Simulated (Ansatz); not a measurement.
H3GeN, singlet, at a GFN2-xTB geometry, atoms displaced at random by about 0.08 Å a coordinate; Ansatz (a quantum-chemistry and plane-wave program) with R2SCAN/6-31G, gradient.

The Ansatz input:
Ansatz 0.2 input:
```yaml
crystal:
  periodic: [false, false, false]
  atoms:
    - {symbol: Ge, position_ang: [-0.18598310, 0.33787055, 0.30613551]}
    - {symbol: H, position_ang: [-0.39391606, 1.31774057, -0.81225076]}
    - {symbol: N, position_ang: [0.57948793, -0.83183853, -1.06912293]}
    - {symbol: H, position_ang: [0.43807240, -0.64095083, -1.81177404]}
    - {symbol: H, position_ang: [0.86436295, -1.87764877, -0.69743286]}
basis:
  gaussian:
    orbitals: 6-31G
hamiltonian:
  xc: r2scan
output: {forces: true}
```

**Question.** Predict the main parts of the log of this Ansatz run.

**Answer.** 
```
Functional definition: r2SCAN
478 factors; integrals over basis functions are off by at most 5.1e-4 eV
mean field evaluation 1: about -58033.6163 eV, gradient 6.3e1 eV
mean field evaluation 2: about -57976.1401 eV, gradient 1.3e2 eV
mean field evaluation 4: about -58042.3485 eV, gradient 6.2e0 eV
mean field evaluation 8: about -58042.4752 eV, gradient 2.3e-1 eV
mean field -58042.47533327 eV, -2133.0216258950 hartree, gradient 6.3e-5 eV, S^2 0.000000; 0 other end points of the search recorded, 0 dependent functions left out
the calculation of the forces begins
reference -58042.47534189 eV, -2133.0216262118 hartree; 21, 21 occupied and 23, 23 virtual orbitals, 478 factors
Total energy: -58042.47534189 eV, -2133.0216262118 hartree
Atom 0 at    -0.185983     0.337871     0.306136 Å, force     1.369748    -2.415372    -0.392193 eV/Å
Atom 1 at    -0.393916     1.317741    -0.812251 Å, force    -0.445920     1.340450    -1.206679 eV/Å
Atom 2 at     0.579488    -0.831839    -1.069123 Å, force     3.746128    -7.861488    27.069724 eV/Å
Atom 3 at     0.438072    -0.640951    -1.811774 Å, force    -3.730392     5.103728   -23.391511 eV/Å
Atom 4 at     0.864363    -1.877649    -0.697433 Å, force    -0.939564     3.832682    -2.079341 eV/Å
Dipole moment:    -0.015112    -0.198039    -0.220481 e Å
```
